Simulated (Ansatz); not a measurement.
`[OH][GeH2][SiH2][SiH3]` + `B[SeH]` → `B[Se][SiH2][SiH3]` + `[OH][GeH3]`  (cleavage of the Si–Ge bond)

Isolated molecules relaxed with PBE0-D4/def2-TZVP in Ansatz; ΔE leaves out vibrations. CCSD(T)/CBS adds triple-zeta CCSD(T) − MP2 to the extrapolated MP2 energy (def2 sets, frozen cores). Functionals use def2-TZVPP. For Ge, Se outer-core shells are correlated without core-valence functions, which leaves a few kJ/mol of doubt a bond. Scalar relativity is left out up to krypton. One conformer a species, not always the lowest.

`[OH][GeH2][SiH2][SiH3]`:

```xyz
12

O    -1.567    1.606   -1.119
Ge   -0.646    0.189   -1.713
Si    1.182   -0.232   -0.231
Si    0.339   -0.472    1.936
H    -1.937    1.465   -0.245
H    -0.216    0.608   -3.127
H    -1.587   -1.035   -1.792
H     2.138    0.907   -0.286
H     1.893   -1.474   -0.643
H    -0.526   -1.681    2.001
H    -0.495    0.715    2.272
H     1.420   -0.595    2.948
```

`B[SeH]`:

Z-matrix (Å, degrees):
```
B
Se 1 1.899
H 1 1.189 2 121.0
H 1 1.191 2 115.7 3 180.0
H 2 1.470 1 97.7 3 0.0
```

`B[Se][SiH2][SiH3]`:

Cartesian coordinates in Å:
```
B -0.915 0.772 -2.049
Se -0.966 1.844 -0.473
Si -0.713 0.154 1.072
Si 1.423 -0.766 0.852
H -0.786 -0.411 -1.985
H -1.022 1.347 -3.087
H -0.893 0.780 2.409
H -1.785 -0.854 0.867
H 1.601 -1.269 -0.535
H 2.432 0.292 1.122
H 1.624 -1.889 1.809
```

`[OH][GeH3]`:

```xyz
6

O     1.281    0.063    0.488
Ge   -0.390    0.160   -0.125
H     1.619   -0.834    0.497
H    -0.732    1.651   -0.057
H    -1.327   -0.674    0.769
H    -0.450   -0.366   -1.572
```

| species | RPA@PBE/def2-TZVPP energy (Eh) |
| --- | --- |
| `[OH][GeH2][SiH2][SiH3]` | -2734.06090 |
| `B[SeH]` | -2426.89917 |
| `B[Se][SiH2][SiH3]` | -3007.59148 |
| `[OH][GeH3]` | -2153.38179 |

(1) Work out ΔE.

Largest T1 diagnostic among the species: 0.014.

Answers

(1) ΔE = (-3007.59148) + (-2153.38179) − (-2734.06090) − (-2426.89917) = -0.01320 Eh = -0.36 eV. CCSD(T)/CBS gives -0.41 eV.

From r2SCAN to r2SCAN0 (25 % exact exchange), in def2-TZVPP and without D4, ΔE moves by −0.03 eV. The D4 term adds −0.03 eV with B3LYP and −0.02 eV with PBE0; it sums over pairs of atoms, weighted by their polarisabilities, and B3LYP, whose exchange is more repulsive, gets the larger term. Leaving LDA and LC-ωPBE aside and taking each functional with its dispersion term where it has one, the values, not all of them listed here, spread over 0.12 eV, from BHLYP-D4 to PBE-D4.

B3LYP here is the variant with VWN-RPA as its local correlation; programs differ in this.
